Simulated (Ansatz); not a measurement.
Breaking the Al1–O2 bond in AlO (multiplicity 2 held). Energies count from the point at 1.627 Å.


R- and RO- levels are restricted; in cc, def2 and unpolarised 6-31G sets they are followed outwards from rest. U- levels take the lowest unrestricted solution at each point, which mixes spins at long bonds. Curves can end on different states.

Frozen-core correlation.

Programs: Ansatz (Gaussian basis) for Hartree–Fock, density functionals and correlated methods. Values without a source in brackets are computed.

Energies in kcal/mol.

| R (Å) | U-r2SCAN/cc-pV(T+d)Z | RO-wB97X-V/cc-pV(T+d)Z | U-wB97X-V/cc-pV(T+d)Z | U-CCSD(T)/cc-pV(T+d)Z |
|---|---|---|---|---|
| 1.302 | [?] | 79.5 | 80.5 | 66.1 |
| 1.465 | [?] | 12.3 | 13.0 | -4.6 |
| 1.627 | 0.0 | 0.0 | 0.0 | 0.0 |
| 1.790 | 8.8 | 9.0 | 8.2 | -6.8 |
| 1.953 | 23.1 | 22.9 | 15.4 | -1.5 |
| 2.197 | 38.5 | 44.5 | 31.5 | 14.6 |
| 2.441 | 55.4 | 64.5 | 49.8 | 32.6 |
| 2.848 | [?] | 92.7 | 77.1 | 60.6 |
| 3.255 | 96.7 | 114.7 | 96.3 | 80.0 |
| 3.743 | 108.1 | 134.1 | 108.4 | 93.4 |
| 4.394 | 115.2 | 151.2 | 115.4 | 94.2 |
| 5.208 | 119.0 | 163.7 | 117.7 | 94.6 |
| 6.510 | 121.0 | 174.6 | 118.2 | 94.8 |

**Question.** Some entries are withheld; supply them.

**Answer.** 
- 2.848, U-r2SCAN/cc-pV(T+d)Z: 79.8
- 1.465, U-r2SCAN/cc-pV(T+d)Z: 13.6
- 1.302, U-r2SCAN/cc-pV(T+d)Z: 81.9

Doubts at one or more of the structures used: a spin-contaminated determinant (U-r2SCAN/cc-pV(T+d)Z, U-wB97X-V/cc-pV(T+d)Z, U-CCSD(T)/cc-pV(T+d)Z); a restricted determinant that unrestricted orbitals would lower (RO-wB97X-V/cc-pV(T+d)Z); T1 above 0.05 (U-CCSD(T)/cc-pV(T+d)Z); the program's own flag: large difference (U-CCSD(T)/cc-pV(T+d)Z).

Ansatz is an electronic-structure program.
